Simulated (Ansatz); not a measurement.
`[GeH3][O][GeH3]` → `[OH][GeH3]` + `[GeH2]` at 400 K and 1 bar (germylene loss).

Gas-phase electronic energies from Ansatz, PBE0-D4/def2-TZVP geometries. CCSD(T)/CBS adds triple-zeta CCSD(T) − MP2 to the extrapolated MP2 energy (def2 sets, frozen cores). For Ge outer-core shells are correlated without core-valence functions, which leaves a few kJ/mol of doubt a bond. Scalar relativity is left out up to krypton.

| species | CCSD(T)/CBS energy (Eh) | H − E (kJ/mol) | S (J/(mol·K)) |
| --- | --- | --- | --- |
| `[GeH3][O][GeH3]` | -4231.02116 | 163.4 | 380.5 |
| `[OH][GeH3]` | -2153.69723 | 116.2 | 291.7 |
| `[GeH2]` | -2077.24753 | 42.4 | 231.0 |

H − E and S are ideal-gas, rigid-rotor, harmonic terms from PBE0-D4/def2-TZVP. 1 Eh = 2625.50 kJ/mol, R = 8.31446 J/(mol·K).

Task: By hand: ΔE, ΔH, ΔS and ΔG.

Result: ΔE = (-2153.69723) + (-2077.24753) − (-4231.02116) = 0.07640 Eh = 200.6 kJ/mol. Δ(H − E) = 116.2 + 42.4 − 163.4 = -4.8, so ΔH = 195.8 kJ/mol. ΔS = 291.7 + 231.0 − 380.5 = 142.2 J/(mol·K). ΔG = 195.8 − 400 × (142.2)/1000 = 138.9 kJ/mol.

Task: By hand: the equilibrium constant, and the temperature at which ΔG would vanish if ΔH and ΔS stayed fixed.

Result: log₁₀ K = −ΔG/(RT ln 10) = -18.1. ΔG = 0 at ΔH/ΔS = 1377 K.

The number of gas molecules changes by +1, which sets the sign of ΔS. A doubt of 5 kJ/mol in ΔE shifts log₁₀ K by 0.7 here. Modes under 60 cm⁻¹, often nearly free rotors, make the harmonic entropy too high. These are equilibria of isolated gas molecules and say nothing of rates. Largest T1 diagnostic: 0.012 (customary marks: 0.02 for closed shells, 0.045 for open ones).
